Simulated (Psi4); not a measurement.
CH$_{6}$BOP (SMILES CB(O)P), singlet, geometry from GFN2-xTB; HF/def2-SVPD in Psi4.

Here is a job for Psi4.
```
memory 2 GB

molecule mol {
0 1
B     0.232197   -0.318789    0.270392
C     1.635233   -0.798071   -0.300891
H     2.247914   -1.307911    0.442069
H     2.210613    0.037888   -0.693962
H     1.492926   -1.489272   -1.131048
O    -0.292859   -0.751059    1.418594
H     0.205043   -1.379980    1.944975
P    -0.803686    1.036235   -0.611966
H    -2.037076    0.458196   -0.384516
H    -0.693649    0.528395   -1.893399
}

set {
  basis def2-svpd
  reference rhf
}

energy('scf')
print_variables()
```

What the program printed (banner, timings and long lists left out):

```
   => Loading Basis Set <=

    Name: DEF2-SVPD
    Role: ORBITAL
    Keyword: BASIS

         ---------------------------------------------------------
                                   SCF
               by Justin Turney, Rob Parrish, Andy Simmonett
                          and Daniel G. A. Smith
                              RHF Reference
         ---------------------------------------------------------

  ==> Geometry <==

    Molecular point group: c1
    Full point group: C1

    Geometry (in Angstrom), charge = 0, multiplicity = 1:

       Center              X                  Y                   Z               Mass
    ------------   -----------------  -----------------  -----------------  -----------------
         B            0.284097501956    -0.369024104140     0.252342277280    11.009305360000
         C            1.687133501956    -0.848306104140    -0.318940722720    12.000000000000
         H            2.299814501956    -1.358146104140     0.424019277280     1.007825032230
         H            2.262513501956    -0.012347104140    -0.712011722720     1.007825032230
         H            1.544826501956    -1.539507104140    -1.149097722720     1.007825032230
         O           -0.240958498044    -0.801294104140     1.400544277280    15.994914619570
         H            0.256943501956    -1.430215104140     1.926925277280     1.007825032230
         P           -0.751785498044     0.985999895860    -0.630015722720    30.973761998420
         H           -1.985175498044     0.407960895860    -0.402565722720     1.007825032230
         H           -0.641748498044     0.478159895860    -1.911448722720     1.007825032230

  Running in c1 symmetry.

  Rotational constants: A =      0.27607  B =      0.13450  C =      0.09359 [cm^-1]
  Rotational constants: A =   8276.36420  B =   4032.35060  C =   2805.89878 [MHz]
  Nuclear repulsion =  148.140471225221063

  Charge       = 0
  Multiplicity = 1
  Electrons    = 40
  Nalpha       = 20
  Nbeta        = 20

  ==> Algorithm <==

  SCF Algorithm Type is DF.
  DIIS enabled.
  MOM disabled.
  Fractional occupation disabled.
  Guess Type is SAD.
  Energy threshold   = 1.00e-06
  Density threshold  = 1.00e-06
  Integral threshold = 1.00e-12

  ==> Primary Basis <==

  Basis Set: DEF2-SVPD
    Blend: DEF2-SVPD
    Number of shells: 59
    Number of basis functions: 135
    Number of Cartesian functions: 143
    Spherical Harmonics?: true
    Max angular momentum: 2

   => Loading Basis Set <=

    Name: (DEF2-SVPD AUX)
    Role: JKFIT
    Keyword: DF_BASIS_SCF

  ==> Integral Setup <==

  SCF_SUBTYPE=INCORE selected. In-core MEM_DF algorithm will be used.
  Using in-core AOs.

  ==> MemDFJK: Density-Fitted J/K Matrices <==

    J tasked:                   Yes
    K tasked:                   Yes
    wK tasked:                   No
    Algorithm:                 Core
    Schwarz Cutoff:           1E-12
    Mask sparsity (%):       0.5597
    Fitting Condition:        1E-10

   => Auxiliary Basis Set <=

  Basis Set: (DEF2-SVPD AUX)
    Blend: DEF2-UNIVERSAL-JKFIT
    Number of shells: 149
    Number of basis functions: 463
    Number of Cartesian functions: 546
    Spherical Harmonics?: true
    Max angular momentum: 4

  Minimum eigenvalue in the overlap matrix is 3.1064056652E-04.
  Reciprocal condition number of the overlap matrix is 3.2168987437E-05.
    Using symmetric orthogonalization.

  ==> Pre-Iterations <==

  SCF Guess: Superposition of Atomic Densities via on-the-fly atomic UHF (no occupation information).

   -------------------------
    Irrep   Nso     Nmo
   -------------------------
     A        135     135
   -------------------------
    Total     135     135
   -------------------------

  ==> Iterations <==

                           Total Energy        Delta E     RMS |[F,P]|

   @DF-RHF iter SAD:  -480.69791272554858   -4.80698e+02   0.00000e+00
   @DF-RHF iter   1:  -481.34798650242351   -6.50074e-01   3.89508e-03 DIIS/ADIIS
   @DF-RHF iter   2:  -481.46772867631881   -1.19742e-01   2.09425e-03 DIIS/ADIIS
   @DF-RHF iter   3:  -481.50080022369229   -3.30715e-02   3.82225e-04 DIIS/ADIIS
   @DF-RHF iter   4:  -481.50345186857606   -2.65164e-03   1.42557e-04 DIIS/ADIIS
   @DF-RHF iter   5:  -481.50384951708287   -3.97649e-04   3.25623e-05 DIIS
   @DF-RHF iter   6:  -481.50388549208526   -3.59750e-05   9.23982e-06 DIIS
   @DF-RHF iter   7:  -481.50388859201314   -3.09993e-06   2.77384e-06 DIIS
   @DF-RHF iter   8:  -481.50388890128386   -3.09271e-07   6.68177e-07 DIIS
  Energy and wave function converged.

  ==> Post-Iterations <==

    Orbital Energies [Eh]
    ---------------------

    Doubly Occupied:

       1A    -79.885835     2A    -20.583216     3A    -11.212408
       4A     -7.634983     5A     -7.456332     6A     -5.355826
       7A     -5.355206     8A     -5.354313     9A     -1.367793
      10A     -0.950174    11A     -0.853343    12A     -0.765207
      13A     -0.630365    14A     -0.580177    15A     -0.574689
      16A     -0.538213    17A     -0.520070    18A     -0.506905
      19A     -0.436159    20A     -0.353617

    Virtual:

      21A      0.061883    22A      0.116669    23A      0.128515
      24A      0.138228    25A      0.153230    26A      0.160397
      27A      0.166782    28A      0.171928    29A      0.188763
      30A      0.194972    31A      0.214553    32A      0.222470
      33A      0.243389    34A      0.254035    35A      0.259749
      36A      0.272700    37A      0.284189    38A      0.294603
      39A      0.301195    40A      0.337601    41A      0.349546
      42A      0.372178    43A      0.382553    44A      0.394589
      45A      0.401944    46A      0.408383    47A      0.425028
      48A      0.432296    49A      0.437014    50A      0.451386
      51A      0.458174    52A      0.468000    53A      0.478248
      54A      0.487321    55A      0.501873    56A      0.509194
      57A      0.517080    58A      0.532714    59A      0.538802
      60A      0.543411    61A      0.554933    62A      0.562706
      63A      0.572529    64A      0.580431    65A      0.598876
      66A      0.603925    67A      0.610837    68A      0.635577
      69A      0.650360    70A      0.685470    71A      0.704968
      72A      0.754587    73A      0.769246    74A      0.774454
      75A      0.789008    76A      0.831807    77A      0.877960
      78A      0.893811    79A      0.933526    80A      0.937382
      81A      0.965311    82A      0.974740    83A      1.010269
      84A      1.035325    85A      1.074463    86A      1.135774
      87A      1.156716    88A      1.177951    89A      1.236683
      90A      1.244892    91A      1.254360    92A      1.289748
      93A      1.300407    94A      1.338350    95A      1.384990
      96A      1.432490    97A      1.452857    98A      1.534838
      99A      1.547352   100A      1.614738   101A      1.697109
     102A      1.714074   103A      1.760750   104A      1.796111
     105A      1.848603   106A      1.880736   107A      1.910015
     108A      1.955086   109A      1.978499   110A      2.058910
     111A      2.095551   112A      2.121344   113A      2.153271
     114A      2.172755   115A      2.217688   116A      2.224149
     117A      2.270280   118A      2.346117   119A      2.387954
     120A      2.418203   121A      2.512756   122A      2.594945
     123A      2.648495   124A      2.673844   125A      2.793878
     126A      2.875425   127A      2.898225   128A      3.163808
     129A      3.298662   130A      3.426719   131A      3.441789
     132A      3.472381   133A      3.507820   134A      3.880489
     135A      4.301591

    Final Occupation by Irrep:
              A
    DOCC [    20 ]
    NA   [    20 ]
    NB   [    20 ]

  @DF-RHF Final Energy:  -481.50388890128386

   => Energetics <=

    Nuclear Repulsion Energy =            148.1404712252210629
    One-Electron Energy =                -957.4589805773781563
    Two-Electron Energy =                 327.8146204508732353
    Total Energy =                       -481.5038889012838581

Computation Completed

Properties will be evaluated at   0.000000,   0.000000,   0.000000 [a0]

Properties computed using the SCF density matrix

 Multipole Moments:

 ------------------------------------------------------------------------------------
     Multipole            Electronic (a.u.)      Nuclear  (a.u.)        Total (a.u.)
 ------------------------------------------------------------------------------------

 L = 1.  Multiply by 2.5417464519 to convert [e a0] to [Debye]
 Dipole X            :         -3.3435590            3.9230943            0.5795353
 Dipole Y            :          2.9574742           -3.7972273           -0.8397531
 Dipole Z            :          1.5454948           -1.3643708            0.1811241
 Magnitude           :                                                    1.0362685

 ------------------------------------------------------------------------------------

  Variable Map:
  ----------------------------------------------------------------------------
  "CURRENT ENERGY"           =>    -481.503888901284
  "CURRENT REFERENCE ENERGY" =>    -481.503888901284
  "DD SOLVATION ENERGY"      =>       0.000000000000
  "HF KINETIC ENERGY"        =>     480.843908854899
  "HF POTENTIAL ENERGY"      =>    -962.347797756183
  "HF TOTAL ENERGY"          =>    -481.503888901284
  "HF VIRIAL RATIO"          =>       2.001372545298
  "NUCLEAR REPULSION ENERGY" =>     148.140471225221
  "ONE-ELECTRON ENERGY"      =>    -957.458980577378
  "PCM POLARIZATION ENERGY"  =>       0.000000000000
  "PE ENERGY"                =>       0.000000000000
  "SCF ITERATION ENERGY"     =>    -481.503888901284
  "SCF ITERATIONS"           =>       8.000000000000
  "SCF TOTAL ENERGY"         =>    -481.503888901284
  "TWO-ELECTRON ENERGY"      =>     327.814620450873

  Array Variable Map:
  ----------------------------------------------------------------------------
  "CURRENT DIPOLE"           =>       0.579535279259 ... 0.181124085188 1 by 3
  "SCF DIPOLE"               =>       0.579535279259 ... 0.181124085188 1 by 3
  "SCF TOTAL ENERGIES"       =>    -480.697912725549 ... -481.503888901284 1 by 9
```
